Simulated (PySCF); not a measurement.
W (tungsten, neutral) across methods

[Xe] 4f14 5d3 6s2 7s1, high-spin 5F determinant (an excited configuration). All numbers are calculated (PySCF 2.14, a scalar-relativistic core potential, in aug-cc-pwCVTZ-PP with ECP60MDF (8s8p7d4f3g, 122 functions)).

| method | E (hartree) | mean ε 6s α (eV) | mean ε 6s β (eV) | mean ε 7s α (eV) | Σ⟨r²⟩ (bohr²) | ⟨S²⟩ |
| --- | --- | --- | --- | --- | --- | --- |
| PBEsol | -66.9367 | -9.993 | -8.723 | -1.650 | 120.8 | 6.003 |
| UHF | -66.46101 | -12.378 | -10.503 | -2.353 | 128.0 | 6.011 |
| r2SCAN | -67.0561 | -10.111 | -8.784 | -1.622 | 121.4 | 6.012 |
| PBE | -67.0593 | -9.933 | -8.663 | -1.663 | 121.1 | 6.003 |
| CAM-B3LYP | -66.9904 | -11.764 | -10.693 | -2.155 | 122.1 | 6.004 |
| LDA | -66.8784 | -10.142 | -8.978 | -1.636 | 118.8 | 6.002 |
| PBE0 | -67.0218 | -10.721 | -9.383 | -1.914 | 122.6 | 6.004 |
| wB97M-V | -66.9534 | -12.532 | -11.320 | -2.311 | 117.0 | 6.003 |

Energies and moments cover only the electrons outside the core potential. Spin-orbit coupling, absent here, splits the open shell strongly. The outer electron is Rydberg-like, and this basis confines it to a smaller radius and binds it less than a complete one would.
